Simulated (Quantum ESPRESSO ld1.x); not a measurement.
Mn11+, 14 electrons, occupied as [Ne] 3s2 3p2 (the NIST ground configuration). Calculated with ld1.x of Quantum ESPRESSO 7.5: scalar-relativistic Kohn-Sham, LDA (Slater exchange, VWN5 correlation), spin-polarised, spherical densities, point nucleus; open shells are filled with parallel spins first.

X-ray form factor f0, the Fourier transform of the density (f0(0) = 14):

sin(theta)/lambda (1/angstrom)  f0 (electrons)
0.05                                    13.942
0.1                                     13.771
0.15                                    13.497
0.2                                     13.131
0.25                                    12.692
0.3                                     12.199
0.4                                     11.129
0.5                                     10.058
0.6                                      9.083
0.8                                      7.546
1                                        6.459
1.25                                     5.392
1.5                                      4.447
2                                        2.927
